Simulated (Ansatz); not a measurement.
`BC(=O)CCl`. Charge 0, multiplicity 1. Geometry: relaxed with PBE0-D4/def2-TZVP. It is one conformer, not always the lowest.

```xyz
9

B     0.891    0.121    1.011
C     0.492   -0.441   -0.422
O     1.130   -1.122   -1.180
C    -0.923    0.031   -0.747
Cl   -1.303    0.971    0.742
H     0.778   -0.589    1.965
H     1.546    1.117    1.082
H    -0.971    0.696   -1.608
H    -1.640   -0.783   -0.844
```

Question: What is the dipole moment at r2SCAN/def2-TZVPP? (An estimate is asked.)

Answer: The calculation gave: 2.59 D, with components (-2.38, 1.03, -0.10) D in this frame, pointing from negative to positive charge.

Question: And with PBE, B3LYP, ωB97M-V? (Estimate.)

Answer: Ansatz gave: PBE 2.63 D, B3LYP 2.65 D, ωB97M-V 2.66 D.

Question: Give the Mulliken charges with r2SCAN, PBE, ωB97M-V in def2-TZVPP. (Best estimate.)

Answer: Ansatz gave: 
| atom | r2SCAN | PBE | ωB97M-V |
| --- | --- | --- | --- |
| B1 | -0.09 | -0.18 | -0.28 |
| C2 | 0.15 | 0.12 | 0.18 |
| O3 | -0.31 | -0.23 | -0.28 |
| C4 | 0.07 | -0.02 | -0.09 |
| Cl5 | -0.07 | -0.03 | -0.02 |
| H6 | 0.03 | 0.05 | 0.10 |
| H7 | 0.03 | 0.05 | 0.10 |
| H8 | 0.10 | 0.13 | 0.15 |
| H9 | 0.10 | 0.13 | 0.15 |

B3LYP here is the variant with VWN-RPA as its local correlation; programs differ in this.
